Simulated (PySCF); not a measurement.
**Two-photon absorption: `C#CC(C)=C(C)C`, C7H10**

Geometry:
```json
{"atom": "C1", "x (Å)": "1.176", "y (Å)": "2.584", "z (Å)": "-1.070"}
{"atom": "C2", "x (Å)": "0.882", "y (Å)": "1.539", "z (Å)": "-0.557"}
{"atom": "C3", "x (Å)": "0.603", "y (Å)": "0.307", "z (Å)": "0.080"}
{"atom": "C4", "x (Å)": "1.716", "y (Å)": "-0.252", "z (Å)": "0.925"}
{"atom": "C5", "x (Å)": "-0.577", "y (Å)": "-0.315", "z (Å)": "-0.063"}
{"atom": "C6", "x (Å)": "-1.686", "y (Å)": "0.235", "z (Å)": "-0.905"}
{"atom": "C7", "x (Å)": "-0.852", "y (Å)": "-1.619", "z (Å)": "0.624"}
{"atom": "H8", "x (Å)": "1.414", "y (Å)": "3.499", "z (Å)": "-1.526"}
{"atom": "H9", "x (Å)": "1.386", "y (Å)": "-0.386", "z (Å)": "1.955"}
{"atom": "H10", "x (Å)": "2.572", "y (Å)": "0.418", "z (Å)": "0.918"}
{"atom": "H11", "x (Å)": "2.032", "y (Å)": "-1.225", "z (Å)": "0.547"}
{"atom": "H12", "x (Å)": "-2.579", "y (Å)": "0.385", "z (Å)": "-0.297"}
{"atom": "H13", "x (Å)": "-1.404", "y (Å)": "1.182", "z (Å)": "-1.356"}
{"atom": "H14", "x (Å)": "-1.941", "y (Å)": "-0.470", "z (Å)": "-1.697"}
{"atom": "H15", "x (Å)": "-0.136", "y (Å)": "-2.380", "z (Å)": "0.312"}
{"atom": "H16", "x (Å)": "-1.853", "y (Å)": "-1.973", "z (Å)": "0.395"}
{"atom": "H17", "x (Å)": "-0.761", "y (Å)": "-1.514", "z (Å)": "1.706"}
```

Method: PySCF, TDDFT wB97X-D/def2-SVPD excited states, vertical, gas phase. Geometry: GFN2-xTB.

Singlets 5 and 6 lie within 0.01 eV of each other, so their separate moments and overlaps can depend on how they mix.

(1) How strongly do the lowest singlets absorb one photon, and two photons of half the energy?

Results:

(1) δ for parallel linear polarisation; σ at the peak of a Lorentzian of half width 0.1 eV, single beam; Ω is circular over linear.
```csv
state,E (eV),f,photon λ (nm),δ (au),σ (GM),Ω,main
S1,5.57,0.371,445,3.32,0.04,0.61,HOMO→LUMO 0.90
S2,5.82,0.000,426,<0.1,0.00,–,HOMO−1→LUMO 0.90
S3,6.16,0.000,403,0.25,0.00,1.50,"HOMO→LUMO+4 0.54, HOMO→LUMO+3 0.16"
S4,6.41,0.015,387,0.48,0.01,1.50,HOMO→LUMO+1 0.83
S5,7.35,0.187,337,141,2.79,0.71,"HOMO−2→LUMO 0.51, HOMO−1→LUMO+4 0.25"
```

Among these, the strongest one-photon state is S1, the strongest two-photon state S5, with a dipole change of 0.7 D (relaxed, norm of the difference vector).
